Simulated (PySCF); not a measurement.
C₁₁H₉NS, SMILES C(=Cc1cccs1)c1ccccn1, GFN2-xTB optimised geometry. Atoms within 1.6 Å of the plane z = 0.0 Å (x, y, z in Å): C1 (0.14, -0.58, 0.00), C2 (-0.58, 0.56, 0.00), C3 (-2.00, 0.64, 0.00), C4 (-2.77, 1.78, 0.00), C5 (-4.15, 1.52, 0.00), C6 (-4.43, 0.19, 0.00), S7 (-3.01, -0.78, 0.00), C8 (1.58, -0.61, 0.00), C9 (2.26, -1.84, 0.00), C10 (3.64, -1.84, 0.00), C11 (4.31, -0.62, 0.00), C12 (3.55, 0.54, 0.00), N13 (2.24, 0.55, 0.00), H14 (-0.37, -1.53, 0.00), H15 (-0.04, 1.50, 0.00), H16 (-2.35, 2.77, 0.00), H17 (-4.91, 2.28, 0.00), H18 (-5.39, -0.29, 0.00), H19 (1.71, -2.76, 0.00), H20 (4.19, -2.77, 0.00), H21 (5.39, -0.57, 0.00), H22 (4.03, 1.52, 0.00).

Method: PySCF 2.14.0 with PBE0/def2-SVP. Cells within 0.4 Å of a nucleus heavier than hydrogen are left out (blank, or x).

Map of the HOMO−1 amplitude (bohr^(-3/2)), clipped to [-0.25, 0.25] on the plane z = 0.0 Å; orbital energy -7.27 eV, overall sign arbitrary:

```
|5555555555555555555555555555555|
|5555555555555555555555555555555|
|5555555555555555555555555555555|
|5555555555555555555555555555555|
|5555555555555555555555555555555|
|5555555555555555555555555555555|
|5555555555555555555555555555555|
|5555555555555555555555555555555|
|5555555555555555555555555555555|
|5555555555555555555555555555555|
|5555555555555555555555555555555|
|555555555xx55555554445666555555|
|555555xx5xx55566543235686555555|
|55555555555x5666541005776555555|
|555555x5555x55x5542xx8x44555555|
|555555x555555445666897423555555|
|555555555x55554xx7x7764xx666555|
|555555555x55555565x355567665555|
|5555555555555555553245x66655555|
|5555555555555555555xx6xx5555555|
|5555555555555555556666544555555|
|5555555555555555556665544555555|
|5555555555555555556655555555555|
|5555555555555555555555555555555|
|5555555555555555555555555555555|
|5555555555555555555555555555555|
|5555555555555555555555555555555|
|5555555555555555555555555555555|
|5555555555555555555555555555555|
|5555555555555555555555555555555|
|5555555555555555555555555555555|
```
Scale: ten equal steps from -0.250 (start of '0') to 0.197 (end of '9'), in the order '0123456789'; x runs from -7.50 to 7.50, y from -7.50 (bottom) to 7.50 (top).
